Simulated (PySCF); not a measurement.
# Computed properties of C3H7FSi, SMILES FC1C[SiH2]C1

C3H7FSi, SMILES C1[SiH2]CC1F. Coordinates come from a ωB97X-D3(BJ)/def2-SVP optimisation. This is a generated structure with no PubChem entry under its InChIKey; it may be hypothetical. One conformer was computed; it need not be the lowest. All values are computed for the isolated molecule unless a solvent is named; none is compared with measurement here.

**Structure.** The optimised structure has Cs symmetry. All 30 harmonic modes at ωB97X-D3(BJ)/def2-SVP (PySCF) are real, so it is a minimum. With heavy atoms numbered as in [F:1][CH:2]1[CH2:3][SiH2:4][CH2:5]1, the shortest bond between them is F1–C2 at 1.381 Å and the longest C3–Si4 at 1.898 Å.

**Vibrations.** The strongest infrared lines (harmonic, unscaled, degenerate partners summed) lie at 1183 cm⁻¹ (148 km/mol, C 46 %, H 40 %, F 13 %), 975 cm⁻¹ (137 km/mol, H 91 %), 2268 cm⁻¹ (128 km/mol, H 96 %). The softest mode is at 137 cm⁻¹ and the zero-point energy is 58.1 kcal/mol.

**Electronic structure.** r2SCAN/def2-TZVP (PySCF) places the frontier levels at -7.35 and -0.18 eV, a gap of 7.17 eV, and gives a dipole moment of 1.41 D and a mean polarisability of 61.2 bohr³. PBE/def2-TZVP (PySCF) at the same geometry gives -7.06 and -0.57 eV, so its gap is 0.68 eV narrower. An orbital gap is neither the optical nor the fundamental gap.

**Excitations.** TDDFT-ωB97X/def2-SVPD (PySCF) has S1 at 7.99 eV (155 nm, f = 0.020, weak); the most intense of the 10 singlets computed lies at 8.20 eV (f = 0.14). T1 (TDA) is at 7.26 eV. TDDFT-PBE/def2-SVPD (PySCF) puts S1 at 6.69 eV. No vertical singlet excitation falls in the visible range (under 3.1 eV).

**NMR.** GIAO shifts at PBE0/pcSseg-1 (PySCF) (non-relativistic, atoms alike by connectivity averaged): ¹³C from 24.1 to 90.1 ppm against TMS; ¹H from 2.0 to 5.2 ppm against TMS; ²⁹Si at -60.4 ppm against TMS; ¹⁹F at -149.7 ppm against CFCl3.
